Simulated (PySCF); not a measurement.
**Correlation energy of Co²⁺ (cobalt, charge +2)**

[Ar] 3d7, high-spin 4F determinant. All numbers are calculated (PySCF 2.14, the non-relativistic Hamiltonian (point nucleus), in aug-cc-pVTZ (8s7p5d3f2g, 93 functions)). Frozen: [Ar]; 7 electrons correlated.

```tsv
level	correlation energy (mhartree)
CCSD	-183.89
(T)	-3.69
CCSD(T)	-187.58
```

Diagnostics: T1 = 0.0063, D1 = 0.0095, largest double amplitude 0.021.

Problem. Is a single reference adequate?

Solution. Yes: T1 lies below 0.03 and no double amplitude reaches 0.07.
